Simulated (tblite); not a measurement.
C7H6 (charge -1 and doublet state).
Z-matrix (Å and degrees, GFN2-xTB geometry), rows numbered from 1:
```
C 
C   1  1.2356
C   2  1.4466  1  167.02
C   3  1.4727  2  114.23  1    47.71
C   4  1.2098  3  162.71  2    65.70
C   3  1.4918  2   98.02  1   167.45
C   6  1.3836  3  124.23  2   115.56
H   1  1.0733  2  139.28  3   177.64
H   3  1.1006  2  110.85  1   -76.67
H   5  1.0533  4  175.60  3   173.51
H   6  1.0831  3  116.06  2   -65.49
H   7  1.0806  6  121.26  3    -3.03
H   7  1.0810  6  120.93  3  -168.68
```

All values are computed: GFN2-xTB (tblite) harmonic vibrations without scaling, gas phase. This tight-binding method is rough: wavenumbers can miss measured ones by several per cent, in bad cases by 10 to 20. One conformer, not necessarily the lowest. Open shells enter through the occupations alone, without spin polarisation, and single modes of such species can be off by tens of per cent.

Harmonic wavenumbers (cm⁻¹): 43.2, 68.0, 134.5, 200.2, 217.7, 273.5, 345.5, 365.7, 400.5, 414.6, 450.7, 478.7, 572.7, 617.9, 656.2, 693.2, 871.7, 949.3, 1001.1, 1085.9, 1170.3, 1233.4, 1254.0, 1410.4, 1543.9, 2053.2, 2151.2, 2835.1, 3011.3, 3014.8, 3033.4, 3038.4, 3306.0.

A = 2956, B = 2534, C = 1475 MHz; mass 90.047 u (most abundant isotopes); point group C1, symmetry number 1; spin multiplicity 2.

Task: Zero-point energy?

Result: ½Σν̃ = 19448 cm⁻¹ = 232.65 kJ/mol.

Task: Give the ideal-gas entropy at 350 K and 1 bar in the rigid-rotor, harmonic-oscillator model (classical rotation).

Result: Translation 168.31, rotation 118.17, vibration 126.22, spin (R ln 2) 5.76: S = 418.5 J/(mol K).

Task: And Cp and H(350 K) − H(0)?

Result: Cp = 156.10 J/(mol K), of which vibrations give 122.84 (their classical limit is 33 R = 274.4); H(350 K) − H(0) = 34.70 kJ/mol without the zero-point energy, 23.06 from vibrations.

Task: Which modes carry the vibrational entropy at 350 K?

Result: 43.2 cm⁻¹: 22.70; 68.0 cm⁻¹: 18.94; 134.5 cm⁻¹: 13.35; 200.2 cm⁻¹: 10.17; 217.7 cm⁻¹: 9.51; 273.5 cm⁻¹: 7.76 J/(mol K); the other 27 give 43.80 together.

Task: What must be added to the electronic energy to get the Gibbs energy at 350 K and 1 bar?

Result: ZPE + [H(350 K) − H(0)] − T·S = 232.65 + 34.70 − 146.46 = 120.89 kJ/mol.

Task: Blend soft modes into free rotors: weight 1/[1 + (100 cm⁻¹/ν̃)⁴] for the oscillator and the rest for a rotor with moment μB/(μ + B), μ = h/(8π²ν), B = 10⁻⁴⁴ kg m². What vibrational entropy results?

Result: 115.52 J/(mol K) in place of 126.22, which changes −T·S at 350 K by +3.74 kJ/mol.

Task: How do the functions run with temperature in this model?

Result: 
```tsv
T (K)	S (J/(mol K))	Cp (J/(mol K))	H − H(0) (kJ/mol)	G − H(0) (kJ/mol)	ln q(vib)
50	239.7	51.2	2.05	-9.93	0.52
100	281.2	71.6	5.11	-23.01	1.54
298.15	394.5	142.8	26.94	-90.68	6.07
373.15	428.6	161.5	38.37	-121.57	7.78
500	479.5	186.1	60.50	-179.25	10.54
750	561.8	219.5	111.50	-309.82	15.49
1000	628.2	242.2	169.38	-458.83	19.84
```

q(vib) and H(0) count from the zero-point level.

Hindered rotation and anharmonicity are outside this model. Other conformers, if any are populated, would add a mixing term that is left out. The structure is chiral; the term R ln 2 for an equal mix with its mirror image is left out.
